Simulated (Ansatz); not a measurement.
The same path of BrF2HSi + H2 (7 atoms, charge 0, multiplicity 1) was run twice with different band settings. Lost on the way: Si1–Br2, H6–H7. Made: Si1–H7, Br2–H6.

All numbers below come from RKS PBE/def2-SVP in Ansatz.

Relaxed end points:

```xyz
7
Properties=species:S:1:pos:R:3
Si -0.728 -0.466 0.837
Br 0.628 -2.194 0.653
F -1.989 -0.663 -0.163
F 0.055 0.877 0.366
H -1.213 -0.289 2.229
H 1.827 1.418 -2.283
H 1.420 1.317 -1.639
```

```xyz
7
Properties=species:S:1:pos:R:3
Si -0.399 0.776 0.476
Br 1.753 -2.289 -0.889
F -0.822 -0.097 -0.850
F -1.552 1.905 0.677
H -0.409 -0.136 1.656
H 0.533 -1.617 -1.261
H 0.896 1.458 0.191
```

Common settings: movable images 5; climbing image yes; spring 5.0 eV/Å²; optimiser quadratic models (default); start path through a guess of the saddle point; iteration limit 60; end points relaxed.

| run | force threshold |
| --- | --- |
| 1 | 0.05 eV/Å |
| 2 | 0.5 eV/Å |

(1) What does each run give, and how far can it be trusted?

Results:

(1) Run 1: converged after 19 iterations, highest image 1.921 eV above the first end. Neighbouring images differ by up to 1.3 eV, so the band resolves the path poorly. A vibrational analysis at the climbing image gives one clearly imaginary mode, 708i cm⁻¹: a first-order saddle point.
Run 2: converged after 12 iterations, highest image 1.938 eV above the first end. The threshold of 0.5 eV/Å is loose, so the images may lie well off the minimum-energy path. Neighbouring images differ by up to 1.3 eV, so the band resolves the path poorly. The order of the stationary point at the top wasn't checked.
The orbitals stay closed-shell, which can raise the energy where a bond breaks towards radicals; this wasn't checked here.
